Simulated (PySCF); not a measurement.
Gas-phase XPS of `F[SiH]1C[SiH2]C1`, computed

C2H7FSi2.
Atom-mapped SMILES: `[F:1][SiH:2]1[CH2:3][SiH2:4][CH2:5]1`

The calculation used delta-SCF UKS SCAN, pcX-2 on the ionised atom, pcseg-1 elsewhere, spin-free X2C in PySCF. Vertical ΔSCF values, vacuum level as zero.

Q: What binding energy does each computed site have?

A: 
| atom(s) | environment | level | binding energy (eV) | 2p1/2 (eV) | above the level's lowest (eV) | count |
| --- | --- | --- | --- | --- | --- | --- |
| F1 | silicon-bound fluorine | F 1s | 691.95 | – | 0.00 | 1 |
| Si2 | fluorine-bound silicon | Si 2p3/2 | 107.53 | 108.16 | +0.91 | 1 |
| Si2 | fluorine-bound silicon | Si 1s | 1847.46 | – | +1.07 | 1 |
| C3/C5 | sp3 carbon bound to silicon | C 1s | 289.61 | – | 0.00 | 2 |
| Si4 | SiH2 silicon | Si 2p3/2 | 106.62 | 107.25 | 0.00 | 1 |
| Si4 | SiH2 silicon | Si 1s | 1846.39 | – | 0.00 | 1 |

Lowest listed Si 1s: Si4, bonded to 2 C and 2 H. Highest, 1.07 eV above it: Si2, bonded to F, 2 C and H. Summing the Pauling electronegativity differences to the bonded atoms, each weighted by its formal bond order, gives +1.90 for the lowest site and +3.68 for the highest.

The listed Si 2p3/2 values span 0.91 eV, from Si4 (bonded to 2 C and 2 H) to Si2 (bonded to F, 2 C and H). Summing the Pauling electronegativity differences to the bonded atoms, each weighted by its formal bond order, gives +1.90 for the lowest site and +3.68 for the highest.

Q: Express the binding energy of Si 1s of Si4 in atomic units and per mole.

A: 1846.39 eV = 67.8536 Eh = 178150 kJ/mol.

Q: Which photon energy gives electrons from Si 1s of Si4 a kinetic energy of 20 eV, and what is their de Broglie wavelength?

A: hν = 1846.39 + 20 = 1866.39 eV, recoil neglected; λ = 12.264 Å/√(E/eV) = 2.74 Å.

The first atom of each set that the bonding makes equivalent was ionised and stands for the set. For 2p shells one spin-free hole was relaxed; a mean-field spin–orbit operator and the ground-state splitting of the three 2p orbitals were then diagonalised within the shell. The shell's mean is (2 × 2p3/2 + 2p1/2)/3, and the degeneracies 2j + 1 give areas of 2:1. 2p1/2 minus 2p3/2 (ligand field included): Si 0.63 eV (mean over sites). Geometry: GFN2-xTB; no solvent, vibrations or thermal averaging.
